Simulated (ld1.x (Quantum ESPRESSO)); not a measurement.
## What the settings do to the RRKJ potential of nitrogen

Base potential:

N (Z = 7), norm-conserving RRKJ (Kleinman–Bylander form), made with ld1.x (Quantum ESPRESSO) 7.5 (LDA (PZ), scalar-relativistic). Core [He], reference 2s2 2p3. Waves: 2p (bound): rc 2.55 bohr; 2s (bound): rc 0.80 bohr. Local part: the s channel. Core correction: none.

Cutoffs, loose and tight: the cutoffs (Ry, on a coarse ladder) from which the occupation-weighted sum of valence levels, in a spherical-Bessel basis at the reference potential, stays within 10 and 1 mRy of its value at 400 Ry. They do not see the model core or the augmentation charge, which bear on the density cutoff. Test errors are all-electron minus pseudo excitation energies from the reference, over the configurations 2s2 2p2; 2s2 2p1; 2s2 2p0; 2s2 2p2.5; 2s1 2p4; 2s1 2p3; 2s2 2p3.3 (two spin-polarised tests are not counted in the largest error). A dash means not determined; rows that change the core or the reference have their own tests.

```tsv
change	outcome	cutoff, loose	cutoff, tight	bound ghosts	largest test error (meV)
base	generated	55 Ry	140 Ry	none	+4797
wave 2s (bound): rc 0.80 bohr becomes 2s (bound): rc 0.58 bohr	generated	230 Ry	over 300 Ry	none	+4843
wave 2s (bound): rc 0.80 bohr becomes 2s (bound): rc 0.72 bohr	generated	120 Ry	260 Ry	none	+4803
wave 2s (bound): rc 0.80 bohr becomes 2s (bound): rc 0.78 bohr	generated	55 Ry	140 Ry	none	+4798
wave 2s (bound): rc 0.80 bohr becomes 2s (bound): rc 0.86 bohr	generated	55 Ry	140 Ry	none	+4795
wave 2s (bound): rc 0.80 bohr becomes 2s (bound): rc 0.92 bohr	generated	50 Ry	140 Ry	none	+4797
wave 2s (bound): rc 0.80 bohr becomes 2s (bound): rc 1.04 bohr	generated	50 Ry	120 Ry	none	+4806
wave 2s (bound): rc 0.80 bohr becomes 2s (bound): rc 1.10 bohr	generated	45 Ry	110 Ry	none	+4819
wave 2s (bound): rc 0.80 bohr becomes 2s (bound): rc 1.20 bohr	generated	40 Ry	100 Ry	none	+4840
```

(1) What comes out with this change to the base: wave 2s (bound): rc 0.80 bohr becomes 2s (bound): rc 0.54 bohr?

Results:

(1) outcome: generated; cutoff, loose: over 300 Ry; cutoff, tight: over 300 Ry; bound ghosts: none; largest test error (meV): +4875.

Reading the sweep of the s radius (base included, trends over the rows without a ghost): The loose cutoff falls from 230 Ry at 0.58 to 40 Ry at 1.2 bohr. A larger radius leaves more room for a smooth pseudo-wave, so fewer plane waves are needed; a smaller one forces it to follow the all-electron wave where it bends sharply. The median size of the test errors (rows with all tests solved) stays near 175.9 meV.
